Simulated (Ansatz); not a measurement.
Saddle point of BSiH5Cl2O, closed shell (BHCl₂O ([OH][B]([Cl])[Cl]) + SiH₄ → BHCl₂ ([Cl][BH][Cl]) + SiH₄O ([OH][SiH3]) (still joined by a long B–O bond); bonds formed: B1–H6, O2–Si5; bonds broken: Si5–H6; bonds weakened to dative contacts: B1–O2), PBE0-D4/def2-TZVP structure:

| atom | x (Å) | y (Å) | z (Å) |
| --- | --- | --- | --- |
| B1 | -1.0044 | 0.0202 | -0.5946 |
| O2 | -0.1340 | -1.1225 | -0.2734 |
| Cl3 | -0.7401 | 0.6557 | -2.2661 |
| Cl4 | -2.7037 | -0.1538 | -0.0572 |
| Si5 | 0.9043 | 0.2280 | 0.7908 |
| H6 | -0.4938 | 0.9393 | 0.2211 |
| H7 | 2.0974 | -0.1629 | 0.0033 |
| H8 | 1.2115 | 1.6310 | 1.2146 |
| H9 | 0.5957 | -0.5235 | 2.0204 |
| H10 | 0.2673 | -1.5116 | -1.0589 |

Energies are electronic, without zero-point energy. Barriers and step energies count from the start structure reached by relaxing down the imaginary mode; all methods use the PBE0-D4 structures, on which another method's saddle can fall below an end. Ansatz 0.2.0; basis: def2-TZVPP, with def2-QZVPP for the basis limit; cores frozen in the correlated methods. B3LYP uses VWN-RPA correlation. Extrapolation: Hartree–Fock as exp(−7.88 √X), correlation as X^−2.97.

| method | barrier (kJ/mol) | step energy (kJ/mol) |
| --- | --- | --- |
| SPW92 | 56.6 | 0.6 |
| PBE-D4 | 86.4 | 25.1 |
| BLYP-D4 | 108.1 | 30.5 |
| r2SCAN-D4 | 93.3 | 20.8 |
| B97M-V | ? | 31.8 |
| PBE0-D4 | 89.1 | 17.8 |
| B3LYP-D4 | ? | 24.0 |
| r2SCAN0-D4 | 93.9 | 15.0 |
| BHLYP-D4 | 112.1 | 16.2 |
| CAM-B3LYP-D4 | 107.8 | 18.0 |
| wB97X-V | ? | 16.1 |
| wB97M-V | 97.9 | 16.0 |
| B2PLYP | 110.2 | 22.9 |
| PBE-QIDH | 91.6 | 11.2 |
| RPA on PBE | 107.0 | 22.9 |
| HF | 154.2 | 35.0 |
| MP2 | 95.9 | 10.8 |
| CCSD | 109.5 | 18.8 |
| CCSD(T) | 103.4 | 17.9 |

Question: Fill in the withheld barriers. (Judge from chemistry; the value comes from the calculation.)

Answer: Computed: B3LYP-D4 108.3; wB97X-V 100.2; B97M-V 105.8 kJ/mol. Each is the energy of the saddle less that of the start structure, by the same method.

For comparison, the barrier by CCSD(T) at an estimated basis limit (MP2 extrapolated from triple and quadruple zeta, plus CCSD(T) − MP2 in triple zeta) is 98.2 kJ/mol.

T1 diagnostic: at most 0.012.

Ligand swaps between two centres remove the fluorinated layer in thermal atomic layer etching, and scramble precursors in the gas phase.

Labels in which every atom is bracketed show which atoms are joined, not bond orders.

For scale, one of the runs: CCSD(T)/def2-TZVPP, 258 basis functions, launched by `ansatz run in.yaml --threads 8 --pin off --events-out ev --progress --plain --max-ram 19148MiB`. Time: 20 s of wall clock on 8 CPU threads of an Intel Xeon 6975P-C; the host was shared. Peak host memory: 6.3 GiB.
